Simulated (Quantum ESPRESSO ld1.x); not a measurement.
Problem. Radial electron density D(r) = 4 pi r^2 rho(r) of an atom or ion with 53 electrons. All-electron calculation, Dirac Kohn-Sham, LDA (Slater exchange, VWN5 correlation), spin-unpolarised, spherical densities, point nucleus. Program: ld1.x of Quantum ESPRESSO 7.5.

r (bohr),D(r) (e/bohr)
0.001009,2.650
0.001335,4.249
0.001752,6.644
0.002318,10.36
0.003067,15.83
0.004026,23.28
0.005327,33.40
0.006992,45.35
0.009251,58.50
0.01214,69.55
0.01607,75.72
0.02126,74.54
0.0279,68.97
0.03692,67.17
0.04846,76.72
0.06412,92.89
0.08416,96.58
0.1114,81.25
0.1473,71.25
0.1934,81.14
0.2559,77.98
0.3359,47.04
0.4444,29.47
0.5833,33.63
0.7718,25.93
1.021,12.77
1.34,8.692
1.773,5.809
2.328,2.065
3.08,0.2950
4.043,0.01564
5.349,0.0001969

What is the nuclear charge?

Solution. Z = 57. The innermost maximum, from 1s, lies near gamma/Z bohr with gamma = sqrt(1 - (Z/c)^2) = 0.909, here 0.016 bohr (found: 0.0177), and its height grows with Z. The density is that of the lanthanum ion La4+ in [Kr] 4d9 5s2 5p6; the configuration itself is not fixed sharply by these data, and Z only to a few units. D(r) has 4 maxima, at r = 0.0177, 0.0771, 0.218, 0.597 bohr, and minima at 0.0341, 0.144, 0.448 bohr, inside which lie 2.02, 11.16, 28.96 electrons.
